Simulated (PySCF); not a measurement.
2-chloro-3,3-difluoroprop-1-ene (C3H3ClF2), SMILES C=C(Cl)C(F)F. Atoms are numbered in the order given.

```xyz
9

C     -1.5784    -0.5798    -0.6996
C     -0.5265     0.0708    -0.2126
Cl    -0.6447     1.6102     0.5627
C      0.8895    -0.4387    -0.2807
F      0.9285    -1.6131    -0.9395
F      1.3734    -0.6374     0.9615
H     -1.4292    -1.5469    -1.1823
H     -2.5855    -0.1669    -0.6276
H      1.5506     0.2808    -0.7966
```
Charge 0, spin multiplicity 1.

Geometry optimised at PBE0-D3(BJ)/def2-SVP. Other conformers were not sampled.

Two levels are set side by side: PBE/pcSseg-1 (PySCF) and PBE0/pcSseg-1 (PySCF). GIAO shifts against CFCl3 (¹⁹F), HCl (³⁵Cl), TMS (¹H), TMS (¹³C) at the same level; non-relativistic, no solvent, atoms listed together averaged. Without spin–orbit terms, shifts of atoms bonded to Cl or Br come out too high at both levels. Differences are taken from unrounded values.

| quantity | PBE0 | PBE | PBE minus PBE0 |
|---|---|---|---|
| δ(¹³C) of C1 (ppm) | 125.6 | 121.2 | -4.4 |
| δ(¹³C) of C2 (ppm) | 149.4 | 150.2 | 0.8 |
| δ(³⁵Cl) of Cl3 (ppm) | 219.9 | 251.7 | 31.8 |
| δ(¹³C) of C4 (ppm) | 116.0 | 120.6 | 4.6 |
| δ(¹H) of H9 (ppm) | 6.02 | 6.25 | 0.23 |

Rough cost on one machine, each run with all the roots and properties that it gave: PBE0 against PBE within a factor of 2.
